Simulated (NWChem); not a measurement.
Two isomers of C2H3F3Si, each optimised at PBE0/def2-SVP with NWChem. Flexible species stand in one conformer each, which need not be the lowest. 

A: F[SiH2]C=C(F)F
B: C=C(F)[SiH](F)F

Which is lower in energy, by how much, and how do their other properties compare?

B is lower by 34.1 kcal/mol in electronic energy; with zero-point energies, B − A = -33.1 kcal/mol.
```csv
,A,B
highest occupied level (eV),-8.16,-8.19
orbital gap (eV),7.50,7.35
dipole (D),1.51,1.48
highest harmonic frequency (cm⁻¹),3226,3296
zero-point energy (kcal/mol),30.3,31.3
```
